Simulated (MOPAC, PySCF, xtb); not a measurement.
Pair of molecules: HF (SMILES F) (first 2 atoms) with N2 (SMILES N#N); geometry from B3LYP-D3(BJ)/def2-TZVP.
(charge 0, multiplicity 1):
```xyz
4

F     -0.391    -0.207    -0.651
H     -0.283    -0.172     0.271
N      0.079    -0.057     3.369
N     -0.047    -0.097     2.287
```

Monomers are frozen at their geometry in the pair; levels with a basis set take the counterpoise correction. Rows marked so take none.

Rows in 6-31G* carry no dispersion term and start afresh at each structure (6-31G* with six Cartesian d functions). The state that AM1, PM7 reach isn't checked; PM7 holds dispersion and hydrogen-bond terms.

Programs: MOPAC for AM1, PM7 (differences of heats of formation); PySCF for 6-31G* rows; xtb for the GFN methods. Each number belongs to the level named beside it.

Task: One of these levels gives -1.17 kcal/mol for the interaction energy. Name it.
A) AM1
B) HF/6-31G* (no counterpoise)
C) GFN-FF
D) PM7

Result: B, HF/6-31G* (no counterpoise). The others give -1.71 (GFN-FF), 1.74 (AM1), -0.18 (PM7)
